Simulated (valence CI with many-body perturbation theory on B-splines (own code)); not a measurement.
# Which ion has this spectrum?

A relativistic CI+MBPT calculation for an atom or ion with 5 electrons gives these levels (Ry):

```
  J  Parity       E     g
1/2     odd   0.000  0.64
1/2    even  11.336  2.20
3/2     odd  22.317  1.32
3/2    even  30.237  1.66
5/2    even  32.476  1.36
3/2    even  36.004  0.96
1/2    even  36.067  1.21
3/2     odd  48.211  1.37
5/2    even  53.892  1.40
1/2    even  59.072  1.87
3/2    even  59.151  1.19
3/2     odd  68.319  1.44
5/2     odd  69.721  1.18
1/2     odd  72.420  0.64
```

The energies are calculated, and their last digits are not significant.

Question: Which is it?
A. Cs50+
B. Te47+
C. I48+
D. Sb46+

Answer: B. Te47+, ground level (2s^2 2p1/2) J=1/2.
